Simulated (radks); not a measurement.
Bi LXXV, 9 electrons, occupied as [He] 2s2 2p5 (the NIST ground configuration).

All-electron calculation, Dirac Kohn-Sham, PBE, spin-unpolarised, spherical densities, finite nucleus; open shells fill j = l - 1/2 first; Fermi nuclear charge, rms radius 5.5211 fm. Program: a radial shooting solver on a logarithmic mesh with Libxc functionals.

Energy parts (eV):
| part | energy |
|---|---|
| total | -369800.65 |
| kinetic | 454606.21 |
| electron-nucleus | -841998.58 |
| Hartree | 21584.58 |
| exchange-correlation | -3992.86 |

Orbitals (lengths in bohr, moments of r in powers of bohr; r(max) is where P^2 peaks):
1s1/2: occ. 2; eigenvalue (eV) -98077.40; <r^2> 0.0003454; <r^4> 3.308e-07; r(max) 0.009655; <r> 0.01578; small-component weight 1.01e-01
2s1/2: occ. 2; eigenvalue (eV) -23271.37; <r^2> 0.004983; <r^4> 0.00004323; r(max) 0.05582; <r> 0.06453; small-component weight 2.41e-02
2p1/2: occ. 2; eigenvalue (eV) -22791.85; <r^2> 0.003473; <r^4> 0.00002495; r(max) 0.04063; <r> 0.05271; small-component weight 2.41e-02
2p3/2: occ. 3; eigenvalue (eV) -20362.12; <r^2> 0.004556; <r^4> 0.00003994; r(max) 0.04823; <r> 0.06131; small-component weight 2.13e-02

The highest occupied level is 2p3/2 at -20362 eV. The electron density at the nucleus is 2.863e+06 e/bohr^3. The density falls to 0.001 e/bohr^3 at r = 0.28 bohr.
